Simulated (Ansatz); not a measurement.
```csv
atom,x (Å),y (Å),z (Å)
Sc,-0.0361,0.1080,-0.4784
O,-0.0634,-0.0718,1.1663
```

Basis set: 6-31G (spherical functions). Frozen core: 6 orbitals. Charge 0, multiplicity 2.

Computed with Ansatz (development build ahead of 0.2.0); each method stands on the lowest determinant of its kind that the runs found.

(1) Give the atomization energy at this shape (free ground-state atoms in the same class of orbitals less the molecule, no zero-point energy) of doublet ScO by UHF-MP2, UHF.

Results:

(1)

| method | atomization energy |
| --- | --- |
| UHF-MP2 | 6.34 eV |
| UHF | 2.40 eV |

This basis has no polarisation functions and is too small for such energies, which can lie far from measured ones in either direction.
